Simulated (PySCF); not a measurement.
Compound: CH2GaNS.
SMILES: `[H][Ga]([H])[N]=C=S`

Computed, not measured: TDDFT CAM-B3LYP/def2-SVPD, vertical, gas phase, core orbitals frozen in the response (PySCF). Geometry: PBE0-D3(BJ)/def2-SVP; no solvent, vibrations or thermal averaging. The CAM-B3LYP/def2-SVPD calculation is non-relativistic and has no spin–orbit coupling, an omission that weighs most on gallium.

Computed states:

| state | E (eV) | f |
| --- | --- | --- |
| S1 | 3.92 | 0.0000 |
| S2 | 4.59 | 0.125 |
| S3 | 5.44 | 0.0000 |
| S4 | 5.77 | 0.0000 |
| S5 | 6.07 | 0.353 |
| S6 | 6.38 | 0.0009 |
| S7 | 6.42 | 0.019 |
| S8 | 6.60 | 0.0073 |
| S9 | 7.07 | 0.033 |
| S10 | 7.24 | 0.0007 |
| S11 | 7.48 | 0.027 |
| S12 | 7.61 | 0.689 |
| S13 | 7.67 | 0.0009 |
| S14 | 7.68 | 0.019 |
| S15 | 7.96 | 0.0002 |

Each state is given a Gaussian of 0.4 eV full width at half maximum, with ε(max) = 2.175×10⁸ f / Δν̃ (Δν̃ the width in cm⁻¹). The width is an assumption, not a result. The curve ends short of the highest state used, and states not computed would add to its high-energy end.

Question: Give the broadened spectrum and its maxima.

Answer: 
(E (eV), ε (L mol⁻¹ cm⁻¹)): (3.32, 0), (3.49, 0), (3.67, 0), (3.84, 1), (4.02, 31), (4.20, 610), (4.37, 3666), (4.55, 8212), (4.72, 6274), (4.90, 1583), (5.07, 154), (5.25, 5), (5.42, 15), (5.60, 498), (5.78, 5416), (5.95, 18411), (6.13, 22844), (6.30, 10902), (6.48, 2991), (6.65, 1176), (6.83, 1116), (7.00, 2197), (7.18, 3956), (7.36, 17333)

Maxima: 270 nm (4.59 eV), ε about 8400, made up of S2 (100%); 204 nm (6.08 eV), ε about 24000, made up of S5 (99%) (ε in L mol⁻¹ cm⁻¹; maxima over ε = 5, shares over 10%). At its high-energy end, 7.36 eV, the curve is still rising (ε about 17000, from S12).

Question: What would ε be at 6.08 eV, the highest of these maxima, with half the width (0.2 eV)?

Answer: About 47500 L mol⁻¹ cm⁻¹ against 24000, a factor of about 1.98; a lone state at its own centre would give exactly 2.

Question: On this curve, what absorbance would a 10⁻⁴ mol/L sample give at 254 nm over a 1 cm path?

Answer: 254 nm is 4.881 eV, where ε is about 1900 L mol⁻¹ cm⁻¹, so A = ε c l ≈ 0.19 (Beer–Lambert, with the gas-phase spectrum and the assumed width).

Question: Coming from long wavelengths, where does ε first pass 100 L mol⁻¹ cm⁻¹?

Answer: At about 303 nm (4.09 eV), 0.17 eV above S1.
